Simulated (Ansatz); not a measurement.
Spectroscopic constants of SeO, multiplicity 3 (the spin of the measured ground state). No spin–orbit coupling. Se is treated without relativity.

Seven points along R, fitted to fifth degree in 1/R; most abundant isotopes. In def2 and cc sets the state is the lowest found near the PBE0 minimum, followed along R.

Correlated levels freeze the inner cores; with def2 sets outer-core shells near the valence are correlated too. CBS(a, b) extrapolates the correlation energy as X⁻³ and adds the Hartree–Fock energy of set b.

Programs: Ansatz (an electronic-structure program). Values without a source in brackets are computed.

Quantity: r_e, from seven points a level.

Costs are ratios of core time to PBE/def2-TZVPP (roughly 6 s), for whole runs (searches for the state included, and forces where a run took them) on one shared machine, so rough; each error counts from the measured 1.6395 Å [microwave values compiled in ACS Omega 2, 8373 (2017)].

| level | basis functions | cost | error (Å) |
|---|---|---|---|
| PBE/def2-TZVPP | 79 | ×1 | 0.024 |
| BHLYP/def2-TZVPP | 79 | ×1 | -0.021 |
| PBE0/def2-TZVPP | 79 | ×2 | -0.007 |
| CAM-B3LYP/def2-TZVPP | 79 | ×2 | -0.008 |
| r2SCAN/def2-TZVPP | 79 | ×2 | 0.005 |
| B97M-V/def2-TZVPP | 79 | ×2 | -0.005 |
| B2PLYP/def2-TZVPP | 79 | ×3 | 0.015 |
| wB97X-V/def2-TZVPP | 79 | ×4 | -0.011 |
| wB97M-V/def2-TZVPP | 79 | ×5 | -0.009 |
| CCSD(T)/def2-TZVPP | 79 | ×10 | 0.007 |
| CCSD(T)/def2-QZVPP | 146 | ×60 | -0.001 |
| CCSD(T)/CBS(def2-TZVPP, def2-QZVPP) | - | ×80 | -0.005 |

What the step from CCSD(T)/def2-TZVPP to CCSD(T)/def2-QZVPP costs and buys: 79 to 146 functions, cost ×5 (rough); the error goes from 0.007 to -0.001 Å.
